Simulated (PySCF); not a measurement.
# RuH₄, singlet: structure and spectrum

These are results of PBE0/[Ru def2-TZVP with ECP28, H def2-TZVP], scalar-relativistic core potentials, density fitting, no spin–orbit coupling, PySCF, not measurements.

The structure is a minimum.

Coordinates in bohr (charge 0 multiplicity 1):
```
Ru    0.0000    0.0000   -0.0682
H     0.0000    2.2682    1.7250
H     0.0000   -2.2682    1.7250
H     2.2682    0.0000    1.7250
H    -2.2682    0.0000    1.7250
```

- Point group: C4v
- Bond lengths: Ru–H 1.530 Å (×4)
- Bond angles: H–Ru–H 67.4° (×4), H–Ru–H 103.3° (×2)
- Rotational symmetry number: 4
- Dipole moment: 2.97 D
- Lowest empty level: -1.46 eV
- Enthalpy at 298.15 K above 0 K: 11.33 kJ/mol
- Heat capacity Cp at 298.15 K: 49.2 J/(mol K)
- Atomisation energy without zero-point energy: 1075 kJ/mol
- Zero-point energy: 77.5 kJ/mol
- Principal quadrupole moments (Buckingham, traceless) about the centre of mass: -0.83, -0.83, 1.66 D Å
- Highest occupied level: -6.03 eV
- Principal polarisabilities: 30.7, 39.1, 39.1 bohr³
- Entropy at 298.15 K and 1 bar: 233.0 J/(mol K)
- Rotational constants: 2.903, 2.636, 2.636 cm⁻¹

Harmonic modes (masses in u: Ru 101.904, H 1.008):
```
symmetry  ω (cm⁻¹)  IR (km/mol, summed over degenerate members)
       e       561                                         93.9
      b1       805                                          0.0
      b2       896                                          0.0
      a1       970                                          0.9
      b1      2270                                          0.0
       e      2289                                          163
      a1      2311                                          2.5
```

In C4v the vibrations span 2e + 2b1 + b2 + 2a1. The b1, b2 modes carry no infrared intensity, as symmetry demands.

Charges (e):
| atom | Mulliken | Löwdin | polar tensor | Mayer order to Ru1 |
| --- | --- | --- | --- | --- |
| Ru1 | -0.24 | -0.25 | 0.36 | – |
| H2,3,4,5 | 0.06 | 0.06 | -0.09 | 0.94 |

Mulliken populations on Ru1 (electrons outside its core potential): s 2.57, p 6.19, d 7.47, f 0.01.

Formally Ru is in oxidation state +4, d4, with 0 unpaired electrons (the high-spin count would be 4). The polar-tensor charge on Ru, 0.36, is far below the formal one.

Other isomers or separated fragments may lie lower.

The final relaxation and frequency run took of the order of 28 core-seconds on a shared host.
